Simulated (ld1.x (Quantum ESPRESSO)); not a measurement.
thallium (Tl): one change to an ultrasoft potential, before and after

| Item | Value |
| --- | --- |
| Element | thallium (Tl) |
| Generator | ld1.x (Quantum ESPRESSO) 7.5 |
| Type | ultrasoft |
| Functional | LDA (PZ) |
| Relativity | scalar-relativistic |
| Frozen core | [Xe] 4f14 |
| Valence charge | 13 |
| Reference configuration | 5d10 6s2 6p1 |
| Partial waves | 6s (bound): rcut 2.25, rcutus 2.45 bohr; 6s channel at 1.95 Ry: rcut 2.25, rcutus 2.45 bohr; 6p (bound): rcut 2.35, rcutus 2.70 bohr; 6p channel at 4.05 Ry: rcut 2.35, rcutus 2.70 bohr; 5d (bound): rcut 1.65, rcutus 2.20 bohr; 5d channel at -0.35 Ry: rcut 1.65, rcutus 2.20 bohr |
| Local potential | all-electron potential smoothed inside 2.15 bohr (lloc = -1) |
| Core correction | Bessel-smoothed model core, default radius (core density twice the valence density) |
| Augmentation charge | PSQ, radius 1.75 bohr |

All-electron outer shells of the reference configuration (LDA (PZ), scalar-relativistic, ld1.x):

```json
{"shell": "4f", "level (eV)": "-114.41", "outermost node (bohr)": "–", "outermost maximum (bohr)": "0.36"}
{"shell": "5p", "level (eV)": "-76.26", "outermost node (bohr)": "0.50", "outermost maximum (bohr)": "0.90"}
{"shell": "5d", "level (eV)": "-15.62", "outermost node (bohr)": "0.53", "outermost maximum (bohr)": "1.11"}
{"shell": "6s", "level (eV)": "-9.83", "outermost node (bohr)": "1.04", "outermost maximum (bohr)": "2.08"}
{"shell": "6p", "level (eV)": "-2.58", "outermost node (bohr)": "1.23", "outermost maximum (bohr)": "2.91"}
```

Change: waves 5d (bound): rcut 1.65, rcutus 2.30 bohr; 5d channel at -0.35 Ry: rcut 1.65, rcutus 2.30 bohr.

Cutoffs: the cutoffs (Ry, on a coarse ladder) from which the occupation-weighted sum of valence levels, in a spherical-Bessel basis at the reference potential, stays within 10 and 1 mRy of its value at 400 Ry; they do not see the model core or the augmentation charge, which bear on the density cutoff. Errors are all-electron minus pseudo energies relative to the spin-unpolarised reference configuration.

Predict the effect on cutoff, ghosts and configuration errors.

The potential gets softer (25 Ry and 40 Ry → 21 Ry and 35 Ry); the number of tests that count goes from 9 to 8; of the 8 tests that both files solve, the error grows in 4 and shrinks in 0 by more than 15 % and 0.3 meV (median size 15.4 → 16.8 meV); neither file shows a bound ghost at the reference potential, the only one tested. A larger radius leaves more room for a smooth pseudo-wave, so fewer plane waves are needed. More of the atom is replaced by a form fitted at one configuration, so other configurations suffer.

| quantity | base | changed |
| --- | --- | --- |
| cutoff, loose | 25 Ry | 21 Ry |
| cutoff, tight | 40 Ry | 35 Ry |
| bound ghosts | none | none |
| tests counted (converged, no solver errors) | 9 of 9 | 8 of 9 |
| error for 5d10 6s2 6p0, meV [ΔE 5.41 eV] | -2.8 | -2.8 |
| error for 5d10 6s1 6p0, meV [ΔE 26.61 eV] | -15 | -16 |
| error for 5d10 6s0 6p0, meV [ΔE 57.21 eV] | -47 | -55 |
| error for 5d10 6s0 6p3, meV [ΔE 15.40 eV] | -19 | -22 |
| error for 5d9 6s2 6p1, meV [ΔE 21.40 eV] | -42 | -62 |
| error for 5d10 6s1 6p2, meV [ΔE 7.48 eV] | -5.1 | -5.9 |
| error for 5d10 6s2 6p1 (spin-polarised), meV [ΔE -0.11 eV] | +0.1 | +0.1 |
| error for 5d10 6s1 6p0 (spin-polarised), meV [ΔE 26.42 eV] | -16 | -17 |
| s: phases at 2.96 bohr within 0.05 rad from the reference energy up to (Ry; the scan ends near 5) | 2.5 | 2.5 |
| p: phases at 2.96 bohr within 0.05 rad from the reference energy up to (Ry; the scan ends near 5) | to the end of the scan | to the end of the scan |
| d: phases at 2.96 bohr within 0.05 rad from the reference energy up to (Ry; the scan ends near 5) | to the end of the scan | 4.3 |
| lowest overlap eigenvalue by channel | s 0.44, p 0.78, d 0.37 | s 0.44, p 0.78, d 0.22 |

Changed file: Tests not counted: 5d9 6s0 6p0 (solver errors, printed error -750 eV).
